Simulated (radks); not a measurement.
Results of a calculation; reference values are marked as such.
Task: Species: a nucleus of charge 14.75 with 14 electrons. Configuration: [Ne] 3s2 3p2. Level of theory: Dirac Kohn-Sham, LDA (Slater exchange, Perdew-Wang correlation), spin-unpolarised, spherical densities, finite nucleus; open shells are shared between the two j in proportion to 2j + 1; Fermi nuclear charge, rms radius 3.1224 fm (a radial shooting solver on a logarithmic mesh with Libxc functionals). Some entries of the table are withheld. Estimate them.

orbital,occ.,eigenvalue (eV),<r^2> (bohr^2)
1s1/2,2,-2006.960,0.01505
2s1/2,2,-171.7562,0.3394
2p1/2,2,(1),(2)
2p3/2,4,(3),(4)
3s1/2,2,-19.8519,4.146
3p1/2,0.666667,-11.4467,6.001
3p3/2,1.33333,-11.3890,6.040

Result: 
(1) 2p1/2 eigenvalue (eV): -125.0894
(2) 2p1/2 <r^2> (bohr^2): 0.3104
(3) 2p3/2 eigenvalue (eV): -124.2470
(4) 2p3/2 <r^2> (bohr^2): 0.3130
